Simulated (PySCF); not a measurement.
Species: C7H8NS (doublet state).
Cartesian coordinates in Å at the GFN2-xTB level; atoms count from 1:
```xyz
17
C7H8NS angstrom
C     -1.9004    2.6377    0.1456
C     -1.4757    1.5218    0.0750
C     -0.9539    0.1606    0.0040
C     -1.6747   -0.6425   -1.0848
C     -1.1440   -0.4684    1.3074
N     -1.1830   -0.9704    2.3360
C      0.5347    0.1892   -0.1587
S      1.3789   -1.1287   -0.8594
C      3.0405   -0.8539   -0.1874
H     -2.2766    3.6158    0.1933
H     -2.7471   -0.6443   -0.9022
H     -1.3119   -1.6683   -1.0916
H     -1.4793   -0.1915   -2.0549
H      1.1041    0.8861    0.4298
H      3.0231   -1.0212    0.8858
H      3.6994   -1.5695   -0.6678
H      3.3587    0.1594   -0.4137
```

The hyperfine couplings belong to this conformer and change with its torsions.

The species is `C#C[C@](C)(C#N)[CH]SC` [radical].

The calculation used UKS B3LYP, pcH-1 on C H N S, non-relativistic, mean-field spin-orbit, GIAO in PySCF. Geometry: GFN2-xTB, one conformer, isolated molecule. A GFN2-xTB geometry isn't a minimum of the functional, and hyperfine couplings can be far from their values at a DFT geometry. No stability test was run, so a lower SCF solution isn't excluded.

Principal values of hyperfine tensors in MHz (contact, dipolar and spin–orbit terms together), for some of the nuclei:

```json
{"atom": "C7", "isotope": "13C", "A1": "40.86", "A2": "41.77", "A3": "247.56"}
{"atom": "H14", "isotope": "1H", "A1": "-83.20", "A2": "-52.78", "A3": "-17.67"}
{"atom": "C2", "isotope": "13C", "A1": "19.60", "A2": "19.78", "A3": "23.64"}
{"atom": "H17", "isotope": "1H", "A1": "11.89", "A2": "12.63", "A3": "19.79"}
{"atom": "C3", "isotope": "13C", "A1": "-16.27", "A2": "-15.11", "A3": "-12.65"}
{"atom": "H15", "isotope": "1H", "A1": "11.69", "A2": "12.36", "A3": "18.71"}
{"atom": "C4", "isotope": "13C", "A1": "11.38", "A2": "11.59", "A3": "15.25"}
{"atom": "S8", "isotope": "33S", "A1": "-14.18", "A2": "-9.02", "A3": "60.78"}
```

**Question.** Give the isotropic coupling of each nucleus in MHz and in mT (g = 2.0049), and the anisotropic part.

**Answer.** a_iso = (A1 + A2 + A3)/3, Ti = Ai − a_iso; 1 mT corresponds to 28.061 MHz. The tensors hold a spin–orbit part: the run splits a_iso into a_FC + a_SO, and T includes its anisotropic share.

| atom | a_iso (MHz) | a_FC | a_SO | a_iso (mT) | T1 | T2 | T3 |
| --- | --- | --- | --- | --- | --- | --- | --- |
| C7 | 110.06 | 109.72 | 0.34 | 3.922 | -69.20 | -68.29 | 137.50 |
| H14 | -51.21 | -51.32 | 0.11 | -1.825 | -31.98 | -1.56 | 33.54 |
| C2 | 21.01 | 21.01 | 0.00 | 0.749 | -1.41 | -1.23 | 2.64 |
| H17 | 14.77 | 14.76 | 0.01 | 0.526 | -2.88 | -2.14 | 5.02 |
| C3 | -14.68 | -14.69 | 0.02 | -0.523 | -1.59 | -0.43 | 2.02 |
| H15 | 14.25 | 14.25 | 0.00 | 0.508 | -2.57 | -1.90 | 4.46 |
| C4 | 12.74 | 12.74 | 0.00 | 0.454 | -1.36 | -1.15 | 2.51 |
| S8 | 12.53 | 12.97 | -0.44 | 0.446 | -26.70 | -21.54 | 48.25 |

**Question.** What spin density at the nucleus of S8 lies behind its contact coupling (g_N = 0.42921)?

**Answer.** a_FC = 800.24 MHz bohr³ × g_N × ρ(0)/(2S). With a_FC = 12.97 MHz and 2S = 1, ρ(0) = 0.03775 bohr⁻³.

**Question.** C5 (13C, g_N = 1.40482) isn't in the table. Its spin density at the nucleus is 0.0602 bohr⁻³. What is its contact coupling?

**Answer.** By the same relation, a_FC = 67.7 MHz. Its full tensor has the principal values 62.65, 65.51, 74.83 MHz.

**Question.** Which nucleus of the table has the largest anisotropic coupling, and what is its form?

**Answer.** C7: -69.2, -68.3, 137.5 MHz (the dipolar term alone has -69.4, -68.4, 137.8), axial, in the ratio −1:−1:+2, the form that spin in one p orbital centred on that nucleus gives.

**Question.** In a single crystal, with the field along each principal axis of the tensor of H14 in turn, what first-order splitting does this nucleus give (isotropic g, quadrupole terms neglected)?

**Answer.** 2 lines (I = 1/2), spaced by |A_i|/(g × 13.996): 2.96, 1.88, 0.63 mT along the axes of A1, A2 and A3.
